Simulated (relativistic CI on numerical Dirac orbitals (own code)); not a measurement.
**Cr³⁺: calculation against measurement**

Computed by Dirac-Coulomb-Breit CI, KLI orbitals optimised for each configuration, model QED, valence Slater integrals scaled by 0.85, P86 correlation energy added to each configuration (own radial code, finite nucleus).

Configuration list (outside the closed core [Ne] 3s2): 3p⁶3d³, 3p⁶3d²4s, 3p⁶3d²4p, 3p⁵3d⁴, 3p⁶3d²4d, 3p⁶3d²5s, 3p⁶3d²5p, 3p⁶3d²4f, 3p⁶3d²5d, 3p⁶3d4s4p, 3p⁶3d²5f, 3p⁶3d²5g, 3p⁶3d4s², 3p⁶4s²4p, 3p⁶4s²4d, 3p⁶4s²5s, 3p⁶4s²5p, 3p⁶3d4p², 3p⁶4s4p², 3p⁶4p³, 3p⁶4p²4d, 3p⁶4p²5s, 3p⁶4p²5p, 3p⁶3d4s4d, 3p⁶4s4p4d, 3p⁶4s4d², 3p⁶4s4d5s, 3p⁶4s4d5p. Double excitations out of closed p, d and f shells are left out; levels of such configurations are missing from the list, as are those of other unlisted configurations, and high levels can miss mixing partners.

```tsv
Configuration	Term (tabulated)	J	Measured (cm⁻¹)	Computed	Error	Purity (%)
3p⁶3d³	4F	3/2	0.0	0	0	100
3p⁶3d³	4F	5/2	235.8	220	-15	100
3p⁶3d³	4F	7/2	555.6	518	-38	100
3p⁶3d³	4F	9/2	945.6	883	-63	100
3p⁶3d³	4P	1/2	14059.0	15076	1017	100
3p⁶3d³	4P	3/2	14177.1	15188	1010	99
3p⁶3d³	4P	5/2	14471.3	15467	995	100
3p⁶3d³	2G	7/2	15051.8	15285	233	100
3p⁶3d³	2G	9/2	15401.6	15605	204	99
3p⁶3d³	2P	1/2	19519.2	20250	731	100
3p⁶3d³	2D2 †	3/2	20649.9	22003	1353	88
3p⁶3d³	2D2 †	5/2	20664.3	22201	1537	100
3p⁶3d³	2H	9/2	21065.9	20268	-797	99
3p⁶3d³	2H	11/2	21320.7	20501	-819	100
3p⁶3d³	2F	7/2	34362.8	34975	612	100
3p⁶3d³	2F	5/2	34555.7	35161	605	100
3p⁶3d³	2D1	5/2	52975.3	54022	1046	100
3p⁶3d³	2D1	3/2	53142.0	54190	1048	100
3p⁶3d²4s	4F	3/2	103994.7	106562	2568	100
3p⁶3d²4s	4F	5/2	104257.1	106810	2553	100
3p⁶3d²4s	4F	7/2	104628.6	107161	2533	100
3p⁶3d²4s	4F	9/2	105104.1	107612	2508	100
3p⁶3d²4s	2F	5/2	109940.2	112334	2394	99
3p⁶3d²4s	2F	7/2	110690.4	113044	2354	99
3p⁶3d²4s	2D	5/2	118570.0	121928	3358	83
3p⁶3d²4s	2D	3/2	118726.5	122057	3330	92
3p⁶3d²4s	4P	1/2	119013.3	122540	3526	100
3p⁶3d²4s	4P	3/2	119250.6	122741	3490	93
3p⁶3d²4s	4P	5/2	119670.0	123113	3443	83
3p⁶3d²4s	2P	1/2	124409.2	128027	3618	99
3p⁶3d²4s	2P	3/2	124732.9	128330	3597	99
3p⁶3d²4s	2G	9/2	127193.9	129325	2132	100
3p⁶3d²4s	2G	7/2	127206.3	129339	2133	100
3p⁶3d²4p	4G°	5/2	157359.5	159321	1961	96
3p⁶3d²4p	4G°	7/2	157931.1	159848	1917	97
3p⁶3d²4p	4F°	3/2	158525.9	160442	1916	97
3p⁶3d²4p	4G°	9/2	158627.5	160496	1869	98
3p⁶3d²4p	4F°	5/2	158891.2	160777	1886	98
3p⁶3d²4p	4F°	7/2	159350.5	161205	1854	97
3p⁶3d²4p	4G°	11/2	159448.0	161264	1816	100
3p⁶3d²4p	4F°	9/2	159862.1	161691	1829	97
3p⁶3d²4p	2F°	5/2	160303.9	162509	2205	80
3p⁶3d²4p	2F°	7/2	160935.8	163064	2128	74
3p⁶3d²4p	2D°	3/2	160985.0	163875	2890	64
3p⁶3d²4p	4D°	1/2	161353.4	163262	1909	100
3p⁶3d²4p	4D° †	5/2	161493.9	163484	1990	76
3p⁶3d²4p	4D° †	3/2	161754.8	163110	1356	64
3p⁶3d²4p	4D° †	7/2	162063.3	164000	1936	75
3p⁶3d²4p	2D°	5/2	162299.6	164533	2234	82
3p⁶3d²4p	2G°	7/2	164908.6	166851	1943	99
3p⁶3d²4p	2G°	9/2	165428.9	167352	1923	99
3p⁶3d²4p	2S°	1/2	167895.1	171293	3398	98
3p⁶3d²4p	4S°	3/2	171079.7	173874	2794	81
3p⁶3d²4p	2P°	3/2	172182.1	174721	2538	77
3p⁶3d²4p	2F°	5/2	172634.7	175126	2491	95
3p⁶3d²4p	2P°	1/2	172821.6	175244	2422	98
3p⁶3d²4p	2F°	7/2	173364.4	175803	2439	93
3p⁶3d²4p	4D°	1/2	173430.6	176088	2657	99
3p⁶3d²4p	4D°	3/2	173657.9	176298	2640	94
3p⁶3d²4p	4D°	5/2	174094.8	176705	2610	90
3p⁶3d²4p	2D°	3/2	174538.4	177193	2654	90
3p⁶3d²4p	4D°	7/2	174844.9	177403	2558	94
3p⁶3d²4p	2D°	5/2	174967.4	177601	2633	87
3p⁶3d²4p	4P°	1/2	176689.1	179273	2583	99
3p⁶3d²4p	4P°	3/2	176915.3	179482	2566	99
3p⁶3d²4p	4P°	5/2	177405.0	179939	2534	96
3p⁶3d²4p	2G°	7/2	177914.4	179400	1486	99
```

Measured levels from Sugar and Corliss, J. Phys. Chem. Ref. Data 6, 317 (1977); pairs were made by configuration, J and term (by order where the table uses no LS term), so strongly mixed levels may be paired wrongly.

Mean error by configuration (cm⁻¹): 3p⁶3d³ 385; 3p⁶3d²4s 2902; 3p⁶3d²4p 2300. Over the excited levels the mean absolute error is 2034 cm⁻¹ (66 of the 66 excited levels that our extract of the source holds in range could be paired), and the median relative error of those above 1,000 cm⁻¹ is 1.5 %. Some levels of the ground configuration have no partner. † marks terms whose computed intervals miss the measured ones by more than a factor of 2.5, or configurations far off the rest, from wrong mixing, a near crossing or a doubtful label or measurement; they are left out of the means.
